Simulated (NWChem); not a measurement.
System: C3H7S, doublet; SMILES S[C](C)C

Here is an NWChem input.

```
start job
memory heap 200 mb stack 900 mb global 1100 mb
geometry units angstroms noautosym nocenter noautoz
  C      1.304920    -1.088943    -0.028465
  C      0.006444    -0.380606     0.153500
  C     -1.283211    -1.104924    -0.016708
  S      0.072540     1.355716    -0.062104
  H      1.519810    -1.318254    -1.092647
  H      1.296131    -2.051883     0.508296
  H      2.151014    -0.496277     0.353019
  H     -2.120109    -0.586424     0.479678
  H     -1.565003    -1.220936    -1.083657
  H     -1.215718    -2.118112     0.411598
  H     -1.203250     1.626752     0.291880
end
basis spherical
  * library 6-31g*
end
dft
  odft
  mult 2
  xc m05-2x
  iterations 150
end
cosmo
  do_cosmo_smd true
  solvent clbenzen
end
task dft energy
```

Output (shortened):

```
             Northwest Computational Chemistry Package (NWChem) 7.3.0
             --------------------------------------------------------

                             Geometry "geometry" -> ""
                             -------------------------

 Output coordinates in angstroms (scale by  1.889725989 to convert to a.u.)

  No.       Tag          Charge          X              Y              Z
 ---- ---------------- ---------- -------------- -------------- --------------
    1 C                    6.0000     1.30492000    -1.08894300    -0.02846500
    2 C                    6.0000     0.00644400    -0.38060600     0.15350000
    3 C                    6.0000    -1.28321100    -1.10492400    -0.01670800
    4 S                   16.0000     0.07254000     1.35571600    -0.06210400
    5 H                    1.0000     1.51981000    -1.31825400    -1.09264700
    6 H                    1.0000     1.29613100    -2.05188300     0.50829600
    7 H                    1.0000     2.15101400    -0.49627700     0.35301900
    8 H                    1.0000    -2.12010900    -0.58642400     0.47967800
    9 H                    1.0000    -1.56500300    -1.22093600    -1.08365700
   10 H                    1.0000    -1.21571800    -2.11811200     0.41159800
   11 H                    1.0000    -1.20325000     1.62675200     0.29188000

 Effective nuclear repulsion energy (a.u.)     160.2425916489

                                 NWChem DFT Module
                                 -----------------

 Summary of "ao basis" -> "ao basis" (spherical)
 ------------------------------------------------------------------------------
       Tag                 Description            Shells   Functions and Types
 ---------------- ------------------------------  ------  ---------------------
 C                           6-31g*                  6       14   3s2p1d
 S                           6-31g*                  8       18   4s3p1d
 H                           6-31g*                  2        2   2s

 in cosmo_initialize ...
 calling solv_data for solv:clbenzen

 solvent parameters
 solvname_short: clbenzen
 solvname_long:  chlorobenzene
 dielec:        5.6968
 dielecinf:     2.3229
 nonaqueous SMD model solvent descriptors
 dielec:        5.6968
 sola:          0.0000
 solb:          0.0700
 solc:          0.8570
 solg:         47.4800
 solh:          0.1430
 soln:          1.5241

          ---------------
          -cosmo- solvent
          ---------------
 Cosmo: York-Karplus, doi: 10.1021/jp992097l
 dielectric constant -eps-     =   5.70
 screen = (eps-1)/(eps    )    =   0.82446
 surface charge correction     = lagrangian

   van der Waals surface
 --------------------------

 ---------- ATOMIC COORDINATES (A.U.) ------------ VDWR(ANG.) --
     1    2.46594124   -2.05780389   -0.05379105     1.850
     2    0.01217739   -0.71924105    0.29007294     1.850
     3   -2.42491718   -2.08800360   -0.03157354     1.850
     4    0.13708072    2.56193176   -0.11735954     2.490
     5    2.87202445   -2.49113884   -2.06480343     1.200
     6    2.44933244   -3.87749663    0.96054016     1.200
     7    4.06482706   -0.93782754    0.66710918     1.200
     8   -4.00642508   -1.10818067    0.90645998     1.200
     9   -2.95742684   -2.30723449   -2.04781480     1.200
    10   -2.29737390   -4.00265129    0.77780744     1.200
    11   -2.27381280    3.07411553    0.55157322     1.200
 number of segments per atom =        128
 number of   points per atom =        128
 atom (   nspa,  nppa )
 ----------------------
    1 (     53,     0 )       0
    2 (     18,     0 )       0
    3 (     53,     0 )       0
    4 (    101,     0 )       0
    5 (     54,     0 )       0
    6 (     54,     0 )       0
    7 (     48,     0 )       0
    8 (     50,     0 )       0
    9 (     53,     0 )       0
   10 (     53,     0 )       0
   11 (     21,     0 )       0
 number of -cosmo- surface points =      558
 molecular surface =    128.278 angstrom**2
 molecular volume  =    111.937 angstrom**3
 -lineq- algorithm             =   0
 -bem- low  level              =   3
 -bem- from -octahedral-
 gaussian surface charge width =   4.50000
 degree of switching           =   1.00000
 switching function tolerance  =   0.00010
 atomic radii =
 --------------
    1  6.000  1.850
    2  6.000  1.850
    3  6.000  1.850
    4 16.000  2.490
    5  1.000  1.200
    6  1.000  1.200
    7  1.000  1.200
    8  1.000  1.200
    9  1.000  1.200
   10  1.000  1.200
   11  1.000  1.200
 ...... end of -cosmo- initialization ......

 nat:                    11
 ixmem:                  6636
 calling mnsol_interface()
 G(SMD-CDS) energy (kcal/mol)  =    -2.132
 SMD-CDS SASA (angstrom**2)    =   142.270

            General Information
            -------------------
          SCF calculation type: DFT
          Wavefunction type:  spin polarized.
          No. of atoms     :    11
          No. of electrons :    41
           Alpha electrons :    21
            Beta electrons :    20
          Charge           :     0
          Spin multiplicity:     2
          Use of symmetry is: off; symmetry adaption is: off
          Maximum number of iterations: 150
          AO basis - number of functions:    74
                     number of shells:    40
          Convergence on energy requested:  1.00D-06
          Convergence on density requested:  1.00D-05
          Convergence on gradient requested:  5.00D-04

              XC Information
              --------------
                       M05-2X Method XC Functional
                     Hartree-Fock (Exact) Exchange  0.560
                M05-2X metaGGA Exchange Functional  0.440
                      M05-2X Correlation Potential  1.000

             Grid Information
             ----------------
          Grid used for XC integration:  medium
          Radial quadrature: Mura-Knowles
          Angular quadrature: Lebedev.
          Tag              B.-S. Rad. Rad. Pts. Rad. Cut. Ang. Pts.
          ---              ---------- --------- --------- ---------
          C                   0.70       49          10.0       434
          S                   1.00       88          10.0       590
          H                   0.35       45          11.0       434
          Grid pruning is: on
          Number of quadrature shells:   550
          Spatial weights used:  Erf1

      Superposition of Atomic Density Guess
      -------------------------------------

 Sum of atomic energies:        -513.92407117

[...]

                                COSMO-SMD solvation results
                                ---------------------------

             internal energy in gas <Psi(g)|H|Psi(g)> =      -516.609787293552
         internal energy in solvent <Psi(s)|H|Psi(s)> =      -516.609338638669
                               delta internal energy  =         0.000448654883 (    0.28 kcal/mol)
   total free energy in solvent <Psi(s)|H+V/2|Psi(s)> =      -516.613885288624
 polarization energy contribution <Psi(s)|V/2|Psi(s)> =        -0.004546649955 (   -2.85 kcal/mol)
    total free energy in solvent including G(SMD-CDS) =      -516.617283626049
                       G(SMD-CDS) energy contribution =        -0.003398337425 (   -2.13 kcal/mol)
     1 M fixed-concentration free energy of solvation =        -0.007496332497 (   -4.70 kcal/mol)

                    DFT Final Alpha Molecular Orbital Analysis
                    ------------------------------------------

 Vector   19  Occ=1.000000D+00  E=-3.946166D-01
              MO Center= -8.1D-02,  4.8D-01, -6.6D-02, r^2= 3.4D+00
   Bfn.  Coefficient  Atom+Function         Bfn.  Coefficient  Atom+Function
  ----- ------------  ---------------      ----- ------------  ---------------
    50      0.368243   4 S  py               18     -0.255973   2 C  py
    49      0.256545   4 S  px               51     -0.244988   4 S  pz
    52      0.224336   4 S  s                32      0.222955   3 C  py
    48      0.150964   4 S  s                46     -0.141718   4 S  py
    22     -0.135836   2 C  py               54      0.134052   4 S  py

 Vector   20  Occ=1.000000D+00  E=-3.480121D-01
              MO Center=  4.9D-02,  7.0D-01,  1.5D-02, r^2= 2.8D+00
   Bfn.  Coefficient  Atom+Function         Bfn.  Coefficient  Atom+Function
  ----- ------------  ---------------      ----- ------------  ---------------
    51      0.497861   4 S  pz               55      0.290464   4 S  pz
    49      0.249311   4 S  px               19      0.223904   2 C  pz
    47     -0.189496   4 S  pz               23      0.177856   2 C  pz
    50      0.170241   4 S  py               53      0.129946   4 S  px
     5     -0.110445   1 C  pz               33     -0.101994   3 C  pz

 Vector   21  Occ=1.000000D+00  E=-2.149270D-01
              MO Center=  6.6D-03,  5.2D-02,  3.0D-02, r^2= 2.8D+00
   Bfn.  Coefficient  Atom+Function         Bfn.  Coefficient  Atom+Function
  ----- ------------  ---------------      ----- ------------  ---------------
    19      0.507386   2 C  pz               23      0.491766   2 C  pz
    51     -0.382835   4 S  pz               55     -0.310871   4 S  pz
    70      0.195356   9 H  s                62      0.193787   5 H  s
    20      0.149508   2 C  s                47      0.140364   4 S  pz
    53     -0.111448   4 S  px               61      0.105199   5 H  s

 Vector   22  Occ=0.000000D+00  E= 7.416360D-02
              MO Center= -1.0D-01,  1.1D+00, -8.5D-03, r^2= 3.5D+00
   Bfn.  Coefficient  Atom+Function         Bfn.  Coefficient  Atom+Function
  ----- ------------  ---------------      ----- ------------  ---------------
    74      1.025472  11 H  s                20     -0.849848   2 C  s
    54     -0.793527   4 S  py               53      0.666903   4 S  px
    22     -0.317514   2 C  py                6     -0.309337   1 C  s
    68      0.292183   8 H  s                49      0.287266   4 S  px
    50     -0.282989   4 S  py               35      0.268790   3 C  px

 Vector   23  Occ=0.000000D+00  E= 1.328646D-01
              MO Center= -2.0D-01,  8.7D-01,  1.1D-01, r^2= 4.6D+00
   Bfn.  Coefficient  Atom+Function         Bfn.  Coefficient  Atom+Function
  ----- ------------  ---------------      ----- ------------  ---------------
    52      1.184513   4 S  s                20     -1.046394   2 C  s
    74     -1.032571  11 H  s                54     -0.923331   4 S  py
    22     -0.654171   2 C  py               53     -0.575782   4 S  px
    64     -0.570490   6 H  s                72     -0.407452  10 H  s
     6      0.400844   1 C  s                48      0.398866   4 S  s

 Vector   24  Occ=0.000000D+00  E= 1.700172D-01
              MO Center= -2.5D-01, -1.2D+00, -6.1D-02, r^2= 6.1D+00
   Bfn.  Coefficient  Atom+Function         Bfn.  Coefficient  Atom+Function
  ----- ------------  ---------------      ----- ------------  ---------------
    34      1.756341   3 C  s                 6      1.269782   1 C  s
    72     -1.010140  10 H  s                70     -0.781863   9 H  s
    52     -0.733901   4 S  s                62     -0.693013   5 H  s
    74      0.668842  11 H  s                64     -0.663489   6 H  s
    66     -0.631565   7 H  s                68     -0.514889   8 H  s

                     DFT Final Beta Molecular Orbital Analysis
                     -----------------------------------------

 Vector   18  Occ=1.000000D+00  E=-4.203518D-01
              MO Center= -1.3D-01, -6.9D-01,  1.2D-01, r^2= 3.1D+00
   Bfn.  Coefficient  Atom+Function         Bfn.  Coefficient  Atom+Function
  ----- ------------  ---------------      ----- ------------  ---------------
     3      0.328922   1 C  px               17     -0.308710   2 C  px
    31      0.293020   3 C  px               67     -0.172206   8 H  s
     7      0.166769   1 C  px               68     -0.162969   8 H  s
    35      0.148523   3 C  px               65      0.132484   7 H  s
    66      0.124778   7 H  s                21     -0.120527   2 C  px

 Vector   19  Occ=1.000000D+00  E=-3.855491D-01
              MO Center= -6.7D-02,  5.8D-01, -3.9D-02, r^2= 3.3D+00
   Bfn.  Coefficient  Atom+Function         Bfn.  Coefficient  Atom+Function
  ----- ------------  ---------------      ----- ------------  ---------------
    50      0.408428   4 S  py               49      0.287663   4 S  px
    18     -0.255180   2 C  py               52      0.225446   4 S  s
    32      0.221590   3 C  py               51     -0.180966   4 S  pz
    54      0.157613   4 S  py               46     -0.156530   4 S  py
    48      0.155717   4 S  s                22     -0.126344   2 C  py

 Vector   20  Occ=1.000000D+00  E=-3.211110D-01
              MO Center=  5.5D-02,  1.0D+00, -2.4D-02, r^2= 2.1D+00
   Bfn.  Coefficient  Atom+Function         Bfn.  Coefficient  Atom+Function
  ----- ------------  ---------------      ----- ------------  ---------------
    51      0.589552   4 S  pz               55      0.369854   4 S  pz
    47     -0.225433   4 S  pz               49      0.210181   4 S  px
    19      0.122288   2 C  pz               53      0.120699   4 S  px
    23      0.118091   2 C  pz               50      0.113532   4 S  py
    45     -0.079897   4 S  px                5     -0.079114   1 C  pz

 Vector   21  Occ=0.000000D+00  E= 1.359559D-02
              MO Center= -1.3D-02, -2.0D-01,  8.2D-02, r^2= 2.8D+00
   Bfn.  Coefficient  Atom+Function         Bfn.  Coefficient  Atom+Function
  ----- ------------  ---------------      ----- ------------  ---------------
    23      0.593764   2 C  pz               19      0.441001   2 C  pz
    70      0.320652   9 H  s                62      0.316591   5 H  s
    55     -0.247229   4 S  pz               74     -0.246249  11 H  s
    51     -0.219946   4 S  pz               53     -0.203778   4 S  px
    20      0.171472   2 C  s                52      0.162449   4 S  s

 Vector   22  Occ=0.000000D+00  E= 7.926905D-02
              MO Center= -1.2D-01,  1.1D+00, -2.1D-03, r^2= 3.7D+00
   Bfn.  Coefficient  Atom+Function         Bfn.  Coefficient  Atom+Function
  ----- ------------  ---------------      ----- ------------  ---------------
    74      1.061986  11 H  s                20     -0.772891   2 C  s
    54     -0.747857   4 S  py               53      0.682012   4 S  px
     6     -0.369351   1 C  s                68      0.302999   8 H  s
    49      0.291594   4 S  px               22     -0.285150   2 C  py
    35      0.276847   3 C  px               23      0.264730   2 C  pz

 Vector   23  Occ=0.000000D+00  E= 1.413019D-01
              MO Center= -1.5D-01,  7.7D-01,  1.1D-01, r^2= 4.9D+00
   Bfn.  Coefficient  Atom+Function         Bfn.  Coefficient  Atom+Function
  ----- ------------  ---------------      ----- ------------  ---------------
    52     -1.155365   4 S  s                20      1.067233   2 C  s
    54      0.975611   4 S  py               74      0.940729  11 H  s
    22      0.671881   2 C  py               64      0.608507   6 H  s
    53      0.505996   4 S  px               72      0.464404  10 H  s
     6     -0.398976   1 C  s                48     -0.393466   4 S  s

   alpha - beta orbital overlaps
   -----------------------------

   alpha      1      2      3      4      5      6      7      8      9     10
    beta      1      2      3      4      5      6      7      8      9     10
 overlap   1.000  1.000  1.000  1.000  1.000  0.988  0.945  0.936  0.998  0.999

   alpha     11     12     13     14     15     16     17     18     19     20
    beta     11     12     13     15     14     16     17     18     19     20
 overlap   1.000  0.995  0.977  0.962  0.996  0.998  0.996  0.995  0.987  0.967

   alpha     21     22     23     24     25     26     27     28     29     30
    beta     21     22     23     24     25     26     27     28     29     31
 overlap   0.958  0.992  0.996  0.998  0.929  0.929  0.993  0.996  0.992  0.831

[...]
```

Level: M05-2X/6-31G* (spherical d), spin-unrestricted, SMD on the gas-phase geometry. All runs use the structure optimised with PBE0/def2-SVP, spin-unrestricted. Not confirmed as a minimum by frequencies. No stability test was run on the SCF state. Solvent: chlorobenzene.
